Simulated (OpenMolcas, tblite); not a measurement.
Si2H4F2 (SMILES F[SiH2][SiH2]F): the vertical energy of the triplet above the singlet, rung by rung

Si2H4F2: 8 atoms, total charge 0, spin state singlet. As SMILES, `F[SiH2][SiH2]F`. The shape is that of a PBE0-D4/def2-TZVP optimisation. This is one conformer, not always the lowest.

Each level gives the vertical energy of the triplet above the singlet (eV). The values are calculated.

```tsv
level	kind	program	value (eV)	less CCSD(T)/6-31G*	CPU time (all runs)
GFN2-xTB	semi-empirical	tblite	4.23	-1.84	under 2 s
HF/6-31G* (spherical functions)	Hartree–Fock	OpenMolcas	6.30	+0.23	19 s
SVWN5/6-31G* (spherical functions)	LDA	OpenMolcas	5.14	-0.93	50 s
PBE/6-31G* (spherical functions)	GGA	OpenMolcas	5.16	-0.91	72 s
TPSS/6-31G* (spherical functions)	meta-GGA	OpenMolcas	5.39	-0.68	92 s
BHLYP/6-31G* (spherical functions)	global hybrid	OpenMolcas	6.08	+0.01	50 s
PBE0/6-31G* (spherical functions)	global hybrid	OpenMolcas	5.59	-0.48	49 s
CCSD(T)/6-31G* (spherical functions), open shells restricted	coupled cluster or CI	OpenMolcas	6.07	0.00	62 s
```

Differences are taken from CCSD(T)/6-31G* (spherical functions), open shells restricted for orientation; it has basis-set and higher-order errors of its own. The values span 4.23 to 6.30 eV. A triplet this far above the singlet is often a Rydberg-like or dissociative state; sets without diffuse functions put Rydberg states too high. Times are those of the runs behind each value, whatever else they computed, on shared processors of several kinds: orders of magnitude only.
